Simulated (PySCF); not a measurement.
SrSe and its ions

PBE0; Sr def2-SVP with ECP28, Se def2-SVP; scalar-relativistic core potentials (PySCF 2.14). Neutral (UKS): singlet (closed shell), Re = 2.581 Å, ωe = 283 cm⁻¹, De = 3.26 eV, HOMO -4.68 eV, LUMO -2.28 eV.

SrSe⁺ (UKS): doublet (π ↑), Re = 2.757 Å, ωe = 233 cm⁻¹, De = 2.54 eV to Sr⁺ + Se. The energies at the minima are -2431.69834 hartree for SrSe and -2431.46572 for SrSe⁺.

Question: Work out the adiabatic ionisation energy, without and with harmonic zero-point energies (1 hartree = 27.2114 eV, 1 eV = 8065.5 cm⁻¹), and the change of the bond length.

Answer: At PBE0: 0.23262 hartree = 6.330 eV between the minima; the zero-point term (233.0 − 283.0)/2 cm⁻¹ = -0.003 eV makes it 6.327 eV. Re changes by +17.6 pm against the neutral. Minus the HOMO energy is 4.68 eV, -1.65 eV from the value between the minima; self-interaction puts the Kohn–Sham level too high, less so with exact exchange. The electron leaves a π orbital; in so polar a molecule the change of length follows mostly from the change of the ionic charges.

Spin–orbit coupling is left out. For an ion De counts to the pair picked by the measured ionisation energies or electron affinities, which need not be the lowest pair at this level. States were picked by a PBE0 search and need not be the measured ground states.
